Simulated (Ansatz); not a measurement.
Ansatz (a first-principles code) input (B3LYP/def2-QZVPP): A basis named .json is the Basis Set Exchange file of that set (core-valence sets with the plain set on hydrogen).

Ansatz 0.2 input:
```yaml
crystal:
  periodic: [false, false, false]
  atoms:
    - {symbol: F, position_ang: [0.00000000, 0.00000000, 0.00000000]}
basis:
  gaussian:
    orbitals: def2-QZVPP.json
hamiltonian:
  xc: {name: B3LYP}
magnetization: {spin_polarized: true, initial_magnetization: 1}
scf: {lower_state_search: full}
```

Output:

```
Functional definition: B3LYP
integrals: 0.00 GiB planned
187 factors; their error is unknown
mean field: 0.10 GiB planned
mean field evaluation 1: about -2714.9252 eV, gradient 7.7e0 eV
mean field evaluation 2: about -2715.0023 eV, gradient 3.6e0 eV
mean field evaluation 4: about -2715.0330 eV, gradient 4.5e-2 eV
mean field evaluation 8: about -2715.0338 eV, gradient 1.6e-3 eV
mean field evaluation 16: about -2671.3897 eV, gradient 3.4e1 eV
mean field evaluation 32: about -2715.0330 eV, gradient 5.2e-2 eV
mean field -2715.03383911 eV, -99.7756532713 hartree, gradient 1.4e-5 eV, S^2 0.751649; 2 other end points of the search recorded, 0 dependent functions left out
reference -2715.03393566 eV, -99.7756568194 hartree; 5, 4 occupied and 52, 53 virtual orbitals, 187 factors
Total energy: -2715.03393566 eV, -99.7756568194 hartree
```
